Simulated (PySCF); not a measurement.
C2H6N2OSi, SMILES C(O[Si@H](N)C)#N. Heavy atoms are numbered as in [CH3:1][Si@@H:2]([NH2:3])[O:4][C:5]#[N:6]. Hydrogens are named by the atom that carries them.

Geometry: r2SCAN-D4/def2-SVP. The structure was generated by enumeration; whether it is a known compound was not checked. The values are those of a single conformer.

Level of theory: PBE/def2-TZVP run with PySCF.

Atomic charges (e), one atom of each kind:

| atom | meta-Löwdin | Mulliken | Löwdin |
|---|---|---|---|
| C1 (CH3) | -0.62 | -0.47 | -0.43 |
| Si2 (SiH) | 1.04 | 0.45 | ? |
| N3 (NH2) | -0.70 | -0.56 | -0.21 |
| O4 | -0.47 | -0.22 | 0.23 |
| C5 | 0.25 | -0.01 | ? |
| N6 | -0.32 | -0.09 | ? |
| H on C1 | 0.14 | 0.14 | 0.14 |
| H on Si2 | -0.10 | -0.02 | ? |
| H on N3 | 0.25 | 0.24 | 0.17 |

### Question
What belongs in the gaps? (The exact figures need the calculation; the answer reports its results.)

### Answer

- Si2 (SiH), Löwdin: 0.13
- C5, Löwdin: -0.43
- N6, Löwdin: -0.01
- H on Si2, Löwdin: -0.02

### Question
Give the Mayer and Wiberg (Löwdin basis) orders of the bonds. (Estimate from the structure and the level; the computed values follow.)

### Answer

```
bond    Mayer  Wiberg
------  -----  ------
C1–Si2   1.04    1.23
Si2–N3   1.30    1.60
Si2–O4   0.87    1.19
O4–C5    1.25    1.93
C5–N6    3.00    3.32
```
